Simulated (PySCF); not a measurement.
Simulated outer-valence photoelectron spectrum of `O=[Se](=O)(F)F`. Computed with EOM-IP-CCSD/aug-cc-pVDZ in PySCF, restricted Hartree–Fock reference, 13 core orbitals frozen, non-relativistic, gas phase, PBE0-D3(BJ)/def2-SVP geometry.

Each root has a Gaussian of 0.4 eV full width with its one-hole share as area; cross sections and vibrations are left out, and the highest printed point is 100.

```
ionisation energy (eV)  intensity
                  12.6          1
                  12.7          3
                  12.8         10
                  12.9         25
                  13.0         47
                  13.1         66
                  13.2         77
                  13.3         75
                  13.4         62
                  13.5         40
                  13.6         20
                  13.7          7
                  13.8          3
                  13.9          7
                  14.0         22
                  14.1         50
                  14.2         84
                  14.3        100
                  14.4         85
                  14.5         52
                  14.6         23
                  14.7          7
                  14.8          2
                  14.9          0
                  15.0          0
                  15.1          0
                  15.2          0
                  15.3          0
                  15.4          1
                  15.5          4
                  15.6         12
                  15.7         28
                  15.8         45
                  15.9         51
                  16.0         41
                  16.1         24
                  16.2         13
                  16.3         15
                  16.4         29
                  16.5         45
                  16.6         51
                  16.7         42
                  16.8         28
                  16.9         27
                  17.0         45
                  17.1         75
                  17.2         95
                  17.3         89
                  17.4         61
                  17.5         30
                  17.6         11
                  17.7          3
                  17.8          1
```

Problem. Where are the maxima, and how many lines lie under the curve?

Solution. 5 maxima, at 13.2, 14.3, 15.9, 16.6 and 17.2 eV, from 8 lines. At this width some lines have no maximum of their own.

Problem. List the lines with their holes.

Solution. 
| E (eV) | leading hole (HF orbital) | area | Koopmans (eV) |
| --- | --- | --- | --- |
| 13.11 | HOMO | 0.94 | 15.12 |
| 13.36 | HOMO-1 | 0.94 | 15.29 |
| 14.27 | HOMO-2 | 0.94 | 16.15 |
| 14.33 | HOMO-3 | 0.94 | 16.18 |
| 15.89 | HOMO-4 | 0.94 | 17.68 |
| 16.58 | HOMO-5 | 0.94 | 19.44 |
| 17.17 | HOMO-7 | 0.94 | 20.22 |
| 17.28 | HOMO-6 | 0.93 | 19.72 |

The widest gap, 1.56 eV, lies between 14.33 and 15.89 eV. Only orbitals with −ε under 21 eV, eight at most, were ionised, so the high end of the curve may lack lines.
